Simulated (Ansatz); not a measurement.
Bond stretch in AlH (anion, charge -1), lowest doublet found (which spin is the ground state isn't settled by this scan).

Levels: ROHF/aug-cc-pVTZ (Ansatz, a first-principles code); ROMP2 = MP2 on ROHF/aug-cc-pVTZ, frozen core in Ansatz; ROCCSD = CCSD on ROHF/aug-cc-pVTZ, frozen core (Ansatz); ROCCSD(T) = CCSD(T) on ROHF/aug-cc-pVTZ, frozen core run with Ansatz; UHF/aug-cc-pVTZ (Ansatz); UMP2 = MP2 on UHF/aug-cc-pVTZ, frozen core in Ansatz; UCCSD = CCSD on UHF/aug-cc-pVTZ, frozen core (Ansatz); UCCSD(T) = CCSD(T) on UHF/aug-cc-pVTZ, frozen core run with Ansatz; ROCCSDT = CCSDT on ROHF/aug-cc-pVTZ, frozen core in Ansatz; UKS-BLYP = unrestricted BLYP/aug-cc-pVTZ (Ansatz); UKS-PBE0 = unrestricted PBE0/aug-cc-pVTZ (Ansatz); UKS-PBE = unrestricted PBE/aug-cc-pVTZ (Ansatz); FCI = full CI/aug-cc-pVTZ, frozen core (Ansatz).

All curves are set to zero at 1.71 Å and compared with full CI in the same basis at 1.71, 1.80, 1.91, 2.04, 2.21, 2.41, 2.67, 2.99, 3.38, 3.82, 4.38, 5.18 Å.

Problem. Order the methods by the spread of their error (largest minus smallest) over these points.

Solution. ROCCSDT has the smallest spread and UKS-BLYP the largest. In order (mEh): ROCCSDT 0.10, ROCCSD(T) 0.59, UCCSD(T) 1.40, ROCCSD 2.11, UCCSD 2.48, UKS-PBE0 5.21, ROMP2 5.54, ROHF 6.10, UMP2 10.51, UKS-PBE 11.56, UHF 14.83, UKS-BLYP 16.01.

Errors against full CI at some of the points (mEh):

```tsv
method	2.21 Å	2.67 Å	3.38 Å	4.38 Å	5.18 Å
ROCCSDT	0.0	0.1	0.1	0.1	0.0
ROCCSD(T)	0.2	0.4	0.6	0.5	0.2
UCCSD(T)	0.1	0.4	0.8	0.4	-0.6
ROCCSD	0.5	0.9	0.8	-0.2	-1.1
UCCSD	0.4	0.7	1.1	1.4	2.5
UKS-PBE0	-0.2	0.5	1.2	-1.3	-4.0
ROMP2	1.8	3.8	5.4	5.1	4.1
ROHF	2.5	3.5	2.4	-0.6	-2.6
UMP2	-1.1	0.8	7.8	8.6	7.2
UKS-PBE	-2.3	-3.1	-3.9	-7.6	-11.6
UHF	2.4	3.1	-0.8	-7.8	-11.8
UKS-BLYP	-2.3	-4.3	-6.9	-11.7	-16.0
```

Where the anion isn't bound against loss of the electron, the finite basis alone holds it. The T1 diagnostic of CCSD on the restricted reference of ROMP2, ROCCSD, ROCCSD(T), ROCCSDT exceeds 0.045 at 3.38 to 5.18 Å. The unrestricted determinant behind UHF, UMP2, UCCSD, UCCSD(T) is spin-contaminated at 1.10 to 1.80, 2.99 to 5.18 Å (<S²> up to 1.7, against 0.75 for a pure doublet). The unrestricted determinant behind UKS-BLYP is spin-contaminated at 4.38 to 5.18 Å (<S²> up to 1.1, against 0.75 for a pure doublet). The unrestricted determinant behind UKS-PBE0 is spin-contaminated at 3.82 to 5.18 Å (<S²> up to 1.2, against 0.75 for a pure doublet). The unrestricted determinant behind UKS-PBE is spin-contaminated at 3.82 to 5.18 Å (<S²> up to 1.1, against 0.75 for a pure doublet).
